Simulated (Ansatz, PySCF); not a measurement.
Gas-phase reaction (SMILES): CNB(C)NC + Cl (HCl) -> CNB(Cl)NC [N-[chloro(methylamino)boranyl]methanamine] + C (CH4); hydrogen chloride cleaves one B-C bond, a model of a ligand-exchange step.

Structures are relaxed separately at B3LYP-D3(BJ)/def2-TZVP in Ansatz (a program for electronic structure), one conformer each, not searched for the lowest. Cores are frozen in the correlated levels unless marked. No spin-orbit coupling. Non-relativistic. Basis-set limits of correlation are two-point, X^-3; Hartree-Fock from the larger set. Thermal terms are rigid-rotor harmonic-oscillator values from B3LYP-D3(BJ) frequencies (Ansatz or PySCF) at 298.15 K and 1 atm. 1 Eh = 627.5095 kcal/mol.

| species | E, CCSD(T)/CBS(cc-pV(T+d)Z,cc-pV(Q+d)Z) (Ansatz) (Eh) | E, wB97M-V/def2-TZVPD (Ansatz) (Eh) | H - E (Eh) |
|---|---|---|---|
| CNB(C)NC | -255.04597 | -255.34139 | 0.16085 |
| Cl (HCl) | -460.37849 | -460.79070 | 0.01000 |
| CNB(Cl)NC | -675.00290 | -675.67718 | 0.12479 |
| C (CH4) | -40.45816 | -40.49098 | 0.04840 |

Q: Work out ΔE and ΔH at 298.15 K at the first level, then ΔH at the second.

A: 
1. ΔE = [(-675.00290) + (-40.45816)] - [(-255.04597) + (-460.37849)] = -0.03660 Eh = -23.0 kcal/mol at CCSD(T)/CBS(cc-pV(T+d)Z,cc-pV(Q+d)Z).
2. The terms H - E add up to 0.00234 Eh, so ΔH = (-0.03660 + (0.00234))×627.5095 = -21.5 kcal/mol.
3. At wB97M-V/def2-TZVPD the same steps give ΔE = -22.6 and ΔH = -21.2 kcal/mol, a shift of +0.3 from the first level.
4. These values are not checked against measurement here, since the tables used lack a sound gas-phase enthalpy of formation for at least one species.
